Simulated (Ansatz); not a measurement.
[closo-B5H5]2- (B5H5²⁻): single points at one geometry.

```yaml
crystal:
  periodic: [false, false, false]
  atoms:
    - {symbol: B, position_ang: [0.123453, 0.664877, 0.806618]}
    - {symbol: B, position_ang: [0.656561, -0.815081, -0.114895]}
    - {symbol: B, position_ang: [0.795849, 0.745209, -0.736122]}
    - {symbol: B, position_ang: [-0.796349, -0.745275, 0.735694]}
    - {symbol: B, position_ang: [-0.779718, 0.149612, -0.691646]}
    - {symbol: H, position_ang: [0.267707, 1.444071, 1.752616]}
    - {symbol: H, position_ang: [1.426645, -1.769885, -0.249855]}
    - {symbol: H, position_ang: [1.536235, 1.439037, -1.421198]}
    - {symbol: H, position_ang: [-1.537261, -1.437994, 1.421233]}
    - {symbol: H, position_ang: [-1.693132, 0.325418, -1.502433]}
basis:
  gaussian: {orbitals: def2-TZVPD, initial_orbitals: start.molden}
total_charge: -2
hamiltonian: {xc: hse06, dispersion: d4}
scf: {omitted_lower_state_checks: [starts]}
output: {orbitals: {seedname: orbitals}}
```

The file start.molden holds the orbitals of an earlier run on this structure, at another level or in another basis.

```sh
$ ansatz run in.yaml --threads 4 --pin off --events-out ev --progress --plain --max-ram 3916MiB
```

It prints (some lines left out):

```
Functional definition: HSE06
1080 factors; their error is unknown
157 factors; integrals over basis functions are off by at most 4.8e-7 eV
mean field evaluation 1: about -3455.3898 eV, gradient 3.4e-1 eV
mean field evaluation 2: about -3455.3903 eV, gradient 6.6e-4 eV
mean field evaluation 4: about -3455.3843 eV, gradient 1.5e-4 eV
mean field -3455.38425079 eV, -126.9830290730 hartree, gradient 1.5e-5 eV, S^2 0.000000; 0 other end points of the search recorded, 0 dependent functions left out
reference -3455.38430842 eV, -126.9830311908 hartree; 16, 16 occupied and 214, 214 virtual orbitals, 1080 factors
Total energy: -3455.60138768 eV, -126.9910087064 hartree
Checks for a lower state left out: starts
```

Hardware: 4 threads of Intel Xeon on a shared host. Wall time 6.5 s.

The first input with `hamiltonian: {xc: {name: B97M-V}}` (abridged; 13 s):

```
Functional definition: B97M-V
mean field -3462.61913345 eV, -127.2489061068 hartree, gradient 3.0e-5 eV, S^2 0.000000
Total energy: -3462.61921809 eV, -127.2489092174 hartree
Checks for a lower state left out: starts
```

First input, but with `hamiltonian: {xc: {name: CAM-B3LYP}, dispersion: d4}` (abridged; 7.5 s):

```
Functional definition: CAM-B3LYP
mean field -3457.46682185 eV, -127.0595621478 hartree, gradient 2.1e-5 eV, S^2 0.000000
Total energy: -3457.70274396 eV, -127.0682321256 hartree
Checks for a lower state left out: starts
```

As the first input, with `hamiltonian: {xc: pbe}`, `correlation: {method: rpa}` and without the key `output` (abridged; 8 s):

```
Functional definition: PBE
mean field -3454.87550834 eV, -126.9643331327 hartree, gradient 3.6e-6 eV, S^2 0.000000
5 core orbitals not correlated: weight in the atoms' cores, before any rotation towards them, 1.000 or more for the frozen orbitals, at most 0.000 for the correlated occupied ones
Total energy: -3458.68668370 eV, -127.1043912440 hartree
Checks for a lower state left out: starts
```

The first input with `hamiltonian: {xc: {name: LC-wPBE}}` (abridged; 7 s):

```
Functional definition: LC-wPBE
mean field -3457.52954601 eV, -127.0618672183 hartree, gradient 2.4e-5 eV, S^2 0.000000
Total energy: -3457.52954602 eV, -127.0618672186 hartree
Checks for a lower state left out: starts
```

As the first input, with `gaussian: {orbitals: def2-SVPD, initial_orbitals: start.molden}`, `hamiltonian: {xc: pbe, dispersion: d4}` (abridged; 2.2 s):

```
Functional definition: PBE
mean field -3451.44496212 eV, -126.8382628845 hartree, gradient 2.2e-5 eV, S^2 0.000000
Total energy: -3451.72489445 eV, -126.8485502079 hartree
Checks for a lower state left out: starts
```

First input, but with `hamiltonian: {xc: lda}` (abridged; 3 s):

```
Functional definition: SPW92
mean field -3421.89870068 eV, -125.7524578037 hartree, gradient 2.5e-5 eV, S^2 0.000000
Total energy: -3421.89875384 eV, -125.7524597572 hartree
Checks for a lower state left out: starts
```

Geometry: PBE0-D4/def2-SVPD.

LC-ωPBE has ω = 0.4 bohr⁻¹. HSE06 is defined as in plane-wave codes, on full-range PBE exchange. Correlated methods freeze 5 core orbitals. A multiply charged anion in the gas phase is held together partly by the finite basis. Removing one electron lowers the energy by 2.60 eV at PBE0-D4/def2-TZVPD, so it isn't bound. At HSE06-D4/def2-TZVPD, B97M-V/def2-TZVPD, CAM-B3LYP-D4/def2-TZVPD, LC-ωPBE/def2-TZVPD and others the highest occupied level of the charge -2 singlet lies above zero (up to 5.16 eV). By energy differences it is unbound by 2.60 eV (vertical, against the charge -1 doublet, at PBE0-D4/def2-TZVPD) and held by the finite basis.
